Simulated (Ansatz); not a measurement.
**Which is lower?**

The two ends of one reaction step of BH2Cl2O2F, closed shell (PBE0-D4/def2-TZVP).

A:

```json
{"atom": "B1", "x (Å)": "-1.3300", "y (Å)": "-0.1576", "z (Å)": "0.1845"}
{"atom": "F2", "x (Å)": "1.8614", "y (Å)": "-0.4221", "z (Å)": "-1.6699"}
{"atom": "Cl3", "x (Å)": "-0.9670", "y (Å)": "-1.8494", "z (Å)": "0.1620"}
{"atom": "Cl4", "x (Å)": "-2.9142", "y (Å)": "0.4739", "z (Å)": "-0.1547"}
{"atom": "H5", "x (Å)": "1.5598", "y (Å)": "-0.2461", "z (Å)": "-0.8044"}
{"atom": "O6", "x (Å)": "-0.4109", "y (Å)": "0.8093", "z (Å)": "0.4697"}
{"atom": "O7", "x (Å)": "0.8869", "y (Å)": "0.2922", "z (Å)": "0.7478"}
{"atom": "H8", "x (Å)": "1.3140", "y (Å)": "1.1000", "z (Å)": "1.0652"}
```

B:

B1  (-0.568, -0.466, -0.473)
F2  (0.353, -1.076, -1.235)
Cl3  (-0.992, -1.365, 1.050)
Cl4  (-1.915, 0.321, -1.363)
H5  (0.665, 1.329, -0.600)
O6  (0.220, 0.891, 0.146)
O7  (1.327, 0.550, 0.989)
H8  (0.910, -0.185, 1.486)
(Å)

Computed with Ansatz 0.2.0 (basis: def2-TZVPP); correlated methods freeze the cores. B3LYP uses VWN-RPA correlation.

Question: Which structure is lower at CCSD(T), and by how much? (Judge from chemistry; the value comes from the calculation.)

Answer: The calculation gives: B, by 0.247 eV (electronic energy, against the other). By their contacts, A is a complex of BHCl₂O₂ ([OH][O][B]([Cl])[Cl]) + HF and B is BH₂Cl₂O₂F ([OH][OH][B]([F])([Cl])[Cl]).

All methods give the same order:

```json
{"method": "SPW92", "E(B) − E(A) (eV)": "-0.443"}
{"method": "PBE-D4", "E(B) − E(A) (eV)": "-0.196"}
{"method": "BLYP-D4", "E(B) − E(A) (eV)": "-0.094"}
{"method": "r2SCAN-D4", "E(B) − E(A) (eV)": "-0.303"}
{"method": "B97M-V", "E(B) − E(A) (eV)": "-0.274"}
{"method": "PBE0-D4", "E(B) − E(A) (eV)": "-0.260"}
{"method": "B3LYP-D4", "E(B) − E(A) (eV)": "-0.158"}
{"method": "r2SCAN0-D4", "E(B) − E(A) (eV)": "-0.329"}
{"method": "BHLYP-D4", "E(B) − E(A) (eV)": "-0.230"}
{"method": "CAM-B3LYP-D4", "E(B) − E(A) (eV)": "-0.233"}
{"method": "wB97X-V", "E(B) − E(A) (eV)": "-0.294"}
{"method": "wB97M-V", "E(B) − E(A) (eV)": "-0.308"}
{"method": "B2PLYP", "E(B) − E(A) (eV)": "-0.172"}
{"method": "PBE-QIDH", "E(B) − E(A) (eV)": "-0.296"}
{"method": "RPA on PBE", "E(B) − E(A) (eV)": "-0.223"}
{"method": "HF", "E(B) − E(A) (eV)": "-0.140"}
{"method": "MP2", "E(B) − E(A) (eV)": "-0.241"}
{"method": "CCSD", "E(B) − E(A) (eV)": "-0.232"}
{"method": "CCSD(T)", "E(B) − E(A) (eV)": "-0.247"}
```

No T1 diagnostic of these runs exceeds 0.013.

Labels in which every atom is bracketed show which atoms are joined, not bond orders.

For scale, one of the runs: CCSD(T)/def2-TZVPP, 236 basis functions, launched by `ansatz run in.yaml --threads 8 --pin off --events-out ev --progress --plain --max-ram 19148MiB`. The run took 23 s on 8 CPU threads of an Intel Xeon 6975P-C (shared host), with 4.9 GiB of host memory at its peak.
